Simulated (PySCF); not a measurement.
Shapes and spin states of BrPdN

Method: PBE0 in PySCF with Pd def2-SVP with ECP28, N def2-SVP, Br def2-SVP; scalar-relativistic core potentials, no spin–orbit coupling; density-fitted integrals.

Relaxations began from a few typed shapes and spin states; open shells are unrestricted. The search is not exhaustive: other isomers or separated fragments can lie lower, and high-lying points may rest on an excited occupation.

Problem. Order these stationary points by electronic energy, lowest first, in kJ/mol from the lowest minimum.
A. quintet Cs: Pd–Br 2.390 Å, Pd–N 1.973 Å; Br–Pd–N 148.3°
B. triplet Cs: Pd–Br 2.365 Å, Pd–N 1.746 Å; Br–Pd–N 110.6°
C. singlet (closed shell, unstable to spin polarisation) C∞v: Pd–Br 2.327 Å, Pd–N 1.704 Å; Br–Pd–N 180.0°
D. triplet (⟨S²⟩ 2.39) C∞v: Pd–Br 2.387 Å, Pd–N 1.759 Å; Br–Pd–N 180.0°
E. singlet (closed shell, unstable to spin polarisation) Cs: Pd–Br 2.329 Å, Pd–N 1.678 Å; Br–Pd–N 134.6°
F. broken-symmetry Ms = 0 (⟨S²⟩ 0.99) Cs: Pd–Br 2.360 Å, Pd–N 1.717 Å; Br–Pd–N 114.4°

Solution. B (0.0), F (40.4), D (43.0), A (94.1), E (104.5), C (118.9).

Problem. Which of them are minima?

Solution. By energy in kJ/mol, 0.0: minimum; 40.4: minimum; 43.0: saddle point, 1 imaginary mode; 94.1: minimum; 104.5: minimum of the closed-shell surface only; 118.9: saddle point, 2 imaginary modes.

Formally Pd is in oxidation state +4, d6, with 2 unpaired electrons (the high-spin count would be 4). The Mulliken spin on Pd is 0.27, so most of the spin sits on the ligands and the formal count fails. The polar-tensor charge on Pd, 0.54, is far below the formal one.

For the lowest minimum: open d and f shells are described by one determinant, and the ground state may have another occupation or spin.

The electron or spin density has lower symmetry than the nuclear frame for the broken-symmetry Ms = 0 (⟨S²⟩ 0.99) Cs at 40.4 kJ/mol, triplet (⟨S²⟩ 2.39) C∞v at 43.0 kJ/mol.
